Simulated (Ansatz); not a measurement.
Consider the ligand exchange at the Si–N bond: `[SiH]N([SiH3])[SiH3]` + CH₃OH → `CO[SiH]` + `[SiH3]N[SiH3]`.

Computed with Ansatz on PBE0-D4/def2-TZVP structures; ΔE is electronic, products minus reactants. CCSD(T)/CBS adds triple-zeta CCSD(T) − MP2 to the extrapolated MP2 energy (def2 sets, frozen cores). This one scheme is used for every species. DFT in def2-TZVPP. B3LYP here is the variant with VWN-RPA as its local correlation; programs differ in this. HSE06 is defined as in plane-wave codes.

| level | ΔE (kcal/mol) | difference from CCSD(T)/CBS |
| --- | --- | --- |
| LDA (SPW92) | -6.0 | -0.6 |
| PBE-D4 | -5.1 | 0.3 |
| revPBE-D4 | -4.3 | 1.1 |
| BLYP-D4 | -6.7 | -1.3 |
| r2SCAN-D4 | -6.2 | -0.8 |
| PBE0-D4 | -4.9 | 0.5 |
| B3LYP-D4 | -6.7 | -1.3 |
| r2SCANh-D4 | -6.1 | -0.7 |
| r2SCAN0-D4 | -5.9 | -0.5 |
| BHLYP-D4 | -6.5 | -1.1 |
| CAM-B3LYP-D4 | -8.1 | -2.7 |
| ωB97X-V | -7.0 | -1.6 |
| ωB97M-V | -6.6 | -1.2 |
| B2PLYP | -7.8 | -2.4 |
| PBE-QIDH | -5.4 | 0.0 |
| PBE | -6.6 | -1.2 |
| revPBE | -6.9 | -1.5 |
| r2SCAN | -6.6 | -1.2 |
| PBE0 | -6.2 | -0.8 |
| B3LYP | -9.1 | -3.7 |
| r2SCANh | -6.5 | -1.1 |
| r2SCAN0 | -6.3 | -0.9 |
| HSE06 | -6.1 | -0.7 |
| BHLYP | -9.1 | -3.7 |
| CAM-B3LYP | -9.5 | -4.1 |
| LC-ωPBE | -7.4 | -2.0 |
| RPA@PBE/def2-TZVPP | -5.7 | -0.3 |
| HF/def2-SVP | -7.3 | -1.9 |
| CCSD/def2-SVP | -4.9 | 0.5 |
| CCSD(T)/def2-SVP | -4.3 | 1.1 |
| HF/def2-TZVPP | -9.6 | -4.2 |
| MP2/def2-TZVPP | -5.1 | 0.3 |
| SCS-MP2/def2-TZVPP | -6.1 | -0.7 |
| CCSD/def2-TZVPP | -6.3 | -0.9 |
| CCSD(T)/def2-TZVPP | -5.5 | -0.1 |
| HF/def2-QZVPP | -9.7 | -4.3 |
| SCS-MP2/def2-QZVPP | -6.1 | -0.7 |
| HF/CBS(def2) | -9.7 | -4.3 |
| MP2/CBS(def2) | -5.0 | 0.4 |
| CCSD/CBS(def2) | -6.2 | -0.8 |
| CCSD(T)/CBS | -5.4 | 0 |

Q: What do rigid-rotor, harmonic-oscillator terms from PBE0-D4/def2-TZVP frequencies (298.15 K, 1 bar) make of the CCSD(T)/CBS value? (Estimate.)

A: Computed: ΔZPE = -0.4 kcal/mol, ΔH = -5.8 kcal/mol, ΔS = 27 J/(mol·K), ΔG = -7.7 kcal/mol. Modes under 50 cm⁻¹ make the entropy rough.

Largest T1 diagnostic among the species: 0.015.

The D4 term adds +2.4 kcal/mol with B3LYP and +1.3 kcal/mol with PBE0; it sums over pairs of atoms, weighted by their polarisabilities, and B3LYP, whose exchange is more repulsive, gets the larger term. At CCSD(T), def2-SVP lies +1.1 kcal/mol from the extrapolated value and def2-TZVPP −0.1 kcal/mol.
